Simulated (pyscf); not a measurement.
## `[CH3][CH2][CH2][Al]([CH3])[NH2]`, singlet

Gas-phase minimum from PySCF at ωB97X-D3(BJ)/def2-SVP, one conformer. 

```xyz
18

C     -1.0870     1.4454     1.5256
C     -0.1637     0.3884     2.1343
C      0.8731    -0.1412     1.1249
Al     0.0119    -0.7751    -0.5290
C     -0.0518     0.2800    -2.1781
N     -0.7879    -2.3679    -0.4976
H     -1.6754     1.0332     0.6833
H     -1.8093     1.8393     2.2583
H     -0.5085     2.2965     1.1290
H      0.3346     0.8158     3.0234
H     -0.7784    -0.4493     2.5101
H      1.5853     0.6681     0.8759
H      1.4767    -0.9417     1.5895
H     -0.6400    -0.1953    -2.9803
H      0.9623     0.4623    -2.5764
H     -0.4913     1.2747    -1.9859
H     -0.8015    -3.0008     0.2959
H     -1.3011    -2.7808    -1.2699
```

Bonded distances (Å): C1–C2 1.530, C1–H7 1.107, C1–H8 1.102, C1–H9 1.103, C2–C3 1.541, C2–H10 1.105, C2–H11 1.105, C3–Al4 1.969, C3–H12 1.106, C3–H13 1.105, Al4–C5 1.959, Al4–N6 1.783, C5–H14 1.102, C5–H15 1.105 (the first ones only). Angles (°): C2–C1–H7 111.5, C2–C1–H8 112.2, C2–C1–H9 111.1, H7–C1–H8 106.9, H7–C1–H9 107.0, H8–C1–H9 107.9, C1–C2–C3 112.5, C1–C2–H10 109.0, C1–C2–H11 108.9, C3–C2–H10 110.9, C3–C2–H11 109.7, H10–C2–H11 105.7, C2–C3–Al4 111.5, C2–C3–H12 109.2 (the first ones only).

Properties at ωB97X-D3(BJ)/def2-SVP:

Harmonic wavenumbers, unscaled: 41, 58, 73, 111, 172, 191, 238, 287, 378, 418, 460, 550, 577, 632, 641, 694, 752, 801, 848, 897, 996, 1017, 1092, 1209, 1227, 1231, 1309, 1365, 1418, 1436, 1438, 1439, 1473, 1485, 1492, 1541, 3033, 3047, 3049, 3054, 3093, 3107, 3121, 3136, 3153, 3154, 3618, 3705 cm⁻¹
Zero-point energy: 97.6 kcal/mol
Rotational symmetry number: 1
Entropy of this conformer at 298 K and 1 atm, rigid rotor and harmonic oscillator, modes under 100 cm⁻¹ raised to 100: 399.6 J/(mol K)
Dipole moment: 0.77 D

Single-point totals, which compare only within one level:

```
level                   total energy (hartree)
----------------------  ----------------------
ωB97X-D3(BJ)/def2-TZVP              -457.12000
PBE/def2-TZVP                       -456.53136
r²SCAN/def2-TZVP                    -456.81054
B3LYP-D3(BJ)/def2-TZVP              -457.03097
PBE0-D3(BJ)/def2-TZVP               -456.60332
M06-2X/def2-TZVP                    -456.84602
ωB97M-D3(BJ)/def2-TZVP              -457.07045
```

The lowest mode is so soft that the shape along it may change with the basis. Soft torsions are taken as harmonic, which can shift the entropy by several J/(mol K).
